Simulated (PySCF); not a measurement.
[Dy(BH4)2]+ at several levels of theory

Computed with PySCF 2.14.0 (density fitting, no spin-orbit coupling) at the geometry relaxed with PBE0:

```xyz
11
[Dy(BH4)2]+ (singlet in the valence; each metal's 4f electrons, 9 of them, lie in its core potential, out of spins and levels; a saddle point, relaxed within its symmetry)
Dy    0.0000   -0.0001   -0.3263
B     2.0251   -0.0269    0.8931
H     3.0021   -0.0312    1.5848
H     1.1907   -0.9405    1.1859
H     2.2208   -0.1562   -0.3447
H     1.3314    1.0346    0.9970
B    -2.0251    0.0269    0.8930
H    -3.0019    0.0313    1.5850
H    -1.1906    0.9404    1.1858
H    -2.2210    0.1562   -0.3448
H    -1.3315   -1.0346    0.9969
```

```csv
level,basis,state,HOMO (eV),gap (eV),charge on Dy1 (e),population of f-type functions on Dy1 (polarisation alone where 4f lies in the core),dipole about the centre of mass (D),largest force component (eV/Å)
PBE0,"Dy lcecp-1-SVP with ECP55, B def2-SVP, H def2-SVP",singlet,-14.04,6.31,0.96,0.04,4.11,0.01
PBE0,"Dy lcecp-1-TZVP with ECP55, B def2-TZVP, H def2-TZVP",singlet,-14.05,6.37,1.19,0.05,4.07,0.27
```

In the lcecp rows the 4f levels are missing from HOMO and gap, and the state counts the valence alone.

Charges are Mulliken's, which hang on the basis. The relaxation used the grid (50, 194), these runs (75, 302) or, all-electron (x2c bases, spin-free X2C Hamiltonian), (99, 590).

A further run in the first row's basis gives HOMO (eV) -13.79, gap (eV) 5.72, charge on Dy1 (e) 0.85, population of f-type functions on Dy1 (polarisation alone where 4f lies in the core) 0.04, dipole about the centre of mass (D) 4.09, largest force component (eV/Å) 0.29. Which level was it?
A. B3LYP
B. wB97X

A. The others give HOMO -16.51 eV (wB97X).

In the first row's basis the gap widens with exact exchange: 5.7 to 6.3 eV for B3LYP, PBE0 (a fixed share); 10.9 eV for wB97X (rising or full at long range).

An lcecp potential fixes the number of 4f electrons, so in runs with it no electron can move into or out of that shell.
